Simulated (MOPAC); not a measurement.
MOPAC input (PM7):

```
PM7 PRECISE GNORM=0.05 LET XYZ CHARGE=-1 GEO-OK AUX(PRECISION=9) THREADS=1
HBN

B    -0.00000000 1   -0.00000000 1   -0.58802649 1
N     0.00000000 1    0.00000000 1    0.67320422 1
H    -0.00000000 1   -0.00000000 1   -1.77229711 1
```

Output:

```
 *******************************************************************************
 **                                                                           **
 **                              MOPAC v23.2.5                                **
 **                                                                           **
 *******************************************************************************
 ** MOPAC's Digital Object Identifier: https://doi.org/10.5281/zenodo.6511958 **
 **                                                                           **
 ** Please cite the open-source release paper for use of this MOPAC version:  **
 ** J. E. Moussa and J. J. P. Stewart (2026)                                  **
 ** MOPAC: An open-source semiempirical molecular orbital program             **
 ** J. Open Source Softw., 11(119), 8025, https://doi.org/10.21105/joss.08025 **
 *******************************************************************************

                              PM7 CALCULATION RESULTS

 *******************************************************************************
 *  PM7        - The PM7 Hamiltonian to be used
 *  GEO-OK     - OVERRIDE INTERATOMIC DISTANCE AND OTHER SAFETY CHECKS
 *
 *
 *
 *                 CHARGE ON SYSTEM = -1
 *
 *
 *
 *  LET        - OVERRIDE SOME SAFETY CHECKS
 *  PRECISE    - TIGHTER CRITERIA TO BE USED
 *  XYZ        - CARTESIAN COORDINATE SYSTEM TO BE USED
 *  GNORM      - EXIT WHEN GRADIENT NORM DROPS BELOW 0.050
 *  AUX        - OUTPUT AUXILIARY INFORMATION
 *******************************************************************************
PM7 PRECISE GNORM=0.05 LET XYZ CHARGE=-1 GEO-OK AUX(PRECISION=9) THREADS=1
 HBN

   ATOM   CHEMICAL          X               Y               Z
  NUMBER   SYMBOL      (ANGSTROMS)     (ANGSTROMS)     (ANGSTROMS)

     1       B         -0.00000000  *  -0.00000000  *  -0.58802649  *
     2       N          0.00000000  *   0.00000000  *   0.67320422  *
     3       H         -0.00000000  *  -0.00000000  *  -1.77229711  *

          CARTESIAN COORDINATES

    NO.       ATOM           X           Y           Z

     1         B         -0.0000     -0.0000     -0.5880
     2         N          0.0000      0.0000      0.6732
     3         H         -0.0000     -0.0000     -1.7723

 General Reference for PM7:
 "Optimization of Parameters for Semiempirical Methods VI: More Modifications to the
 NDDO Approximations and Re-optimization of Parameters", J. J. P. Stewart, J. Mol. Mod., 1:32, 19 (2013)
 https://link.springer.com/article/10.1007/s00894-012-1667-x

           Empirical Formula: H N B  =     3 atoms

      MOLECULAR POINT GROUP   :   C*v

      RHF CALCULATION, NO. OF DOUBLY OCCUPIED LEVELS = 5

          Geometry optimization using EF

          DIAGONAL MATRIX USED AS START HESSIAN

 CYCLE:     1  GRAD.:   190.911 HEAT: -13.53513
 CYCLE:     2  GRAD.:   617.540 HEAT:  16.28107
 CYCLE:     3  GRAD.:    90.370 HEAT: -19.75398
 CYCLE:     4  GRAD.:    82.224 HEAT: -16.33911
 CYCLE:     5  GRAD.:    10.513 HEAT: -21.40391
 CYCLE:     6  GRAD.:     2.666 HEAT: -21.46980
 CYCLE:     7  GRAD.:     0.064 HEAT: -21.47383
 CYCLE:     8  GRAD.:     0.001 HEAT: -21.47383

     GRADIENT =  0.00127 IS LESS THAN CUTOFF =  0.05000

 -------------------------------------------------------------------------------
 PM7 PRECISE GNORM=0.05 LET XYZ CHARGE=-1 GEO-OK AUX(PRECISION=9) THREADS=1
 HBN

     GEOMETRY OPTIMISED USING EIGENVECTOR FOLLOWING (EF).
     SCF FIELD WAS ACHIEVED

                              PM7 CALCULATION
                                                       MOPAC v23.2.5 Linux

          FINAL HEAT OF FORMATION =        -21.47383 KCAL/MOL =     -89.84650 KJ/MOL

          COSMO AREA              =         63.03 SQUARE ANGSTROMS
          COSMO VOLUME            =         45.46 CUBIC ANGSTROMS

          GRADIENT NORM           =          0.00127          =       0.00073 PER ATOM
          IONIZATION POTENTIAL    =          4.954433 EV
          HOMO LUMO ENERGIES (EV) =         -4.954  7.243
          NO. OF FILLED LEVELS    =          5
          MOLECULAR WEIGHT        =         25.8246         POINT GROUP:  C*v

          MOLECULAR DIMENSIONS (Angstroms)

            Atom       Atom       Distance
            H     3    N     2     2.31797
            B     1    N     2     0.00000
            B     1    H     3     0.00000

          SCF CALCULATIONS        =          9

   ATOM   CHEMICAL          X               Y               Z
  NUMBER   SYMBOL      (ANGSTROMS)     (ANGSTROMS)     (ANGSTROMS)

     1       B         -0.00000000  *   0.00000000  *  -0.54453176  *
     2       N          0.00000000  *  -0.00000000  *   0.61610086  *
     3       H         -0.00000000  *  -0.00000000  *  -1.70186688  *

                             CARTESIAN COORDINATES

   1    B       -0.000000000     0.000000000    -0.544531756
   2    N        0.000000000    -0.000000000     0.616100861
   3    H       -0.000000000    -0.000000000    -1.701866878

           Empirical Formula: H N B  =     3 atoms

      MOLECULAR POINT GROUP   :   C*v

                  EIGENVALUES
 -24.66239  -7.50500  -5.54424  -5.54424  -4.95443   7.24341   7.24341  10.81346
  13.88312

              NET ATOMIC CHARGES AND DIPOLE CONTRIBUTIONS

  ATOM NO.   TYPE          CHARGE      No. of ELECS.   s-Pop       p-Pop
    1          B          -0.420870        3.4209     0.65584     2.76503
    2          N          -0.529812        5.5298     1.80920     3.72061
    3          H          -0.049318        1.0493     1.04932
 DIPOLE           X         Y         Z       TOTAL
 POINT-CHG.     0.000     0.000     0.127     0.127
 HYBRID        -0.000     0.000    -0.324     0.324
 SUM            0.000     0.000    -0.197     0.197

          ATOMIC ORBITAL ELECTRON POPULATIONS

     Atom    s        px        py        pz
    1  B   0.65584   0.91177   0.91177   0.94149
    2  N   1.80920   1.08823   1.08823   1.54415
    3  H   1.04932

 **********************
 *                    *
 * JOB ENDED NORMALLY *
 *                    *
 **********************

 == MOPAC DONE ==
```

The dipole moment of an ion depends on the origin.
